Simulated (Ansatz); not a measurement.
One change: `C[SiH](N)CN` becomes `C[SiH](F)CN`.

Ansatz, PBE0-D4/def2-TZVP geometries, multiplicity 1. Each molecule was computed in one conformer, which needn't be the lowest.

| property | `C[SiH](N)CN` |
| --- | --- |
| LUMO energy (PBE/def2-TZVPP) / eV | -0.06 |
| HOMO–LUMO gap (ωB97M-V/def2-TZVPP) / eV | 11.14 |
| size of the dipole moment (ωB97M-V/def2-TZVPP) / D | 1.47 |
| HOMO energy (ωB97M-V/def2-TZVPP) / eV | -9.00 |
| HOMO energy (PBE/def2-TZVPP) / eV | -5.12 |
| HOMO–LUMO gap (PBE0/def2-TZVPP) / eV | 7.35 |

Question: What does the change do to each property? (Best estimate.)

Answer: Computed: 
| property | `C[SiH](F)CN` | shift |
| --- | --- | --- |
| LUMO energy (PBE/def2-TZVPP) / eV | -0.24 | -0.18 |
| HOMO–LUMO gap (ωB97M-V/def2-TZVPP) / eV | 11.61 | 0.47 |
| size of the dipole moment (ωB97M-V/def2-TZVPP) / D | 1.79 | 0.32 |
| HOMO energy (ωB97M-V/def2-TZVPP) / eV | -9.43 | -0.43 |
| HOMO energy (PBE/def2-TZVPP) / eV | -5.56 | -0.44 |
| HOMO–LUMO gap (PBE0/def2-TZVPP) / eV | 7.66 | 0.31 |

With PBE0 the HOMO falls by 0.43 eV and the LUMO falls by 0.12 eV, so the gap widens by about 0.31 eV. PBE moves the HOMO by -0.44 eV and ωB97M-V by -0.43 eV. Dipoles are sizes alone; their direction can turn.
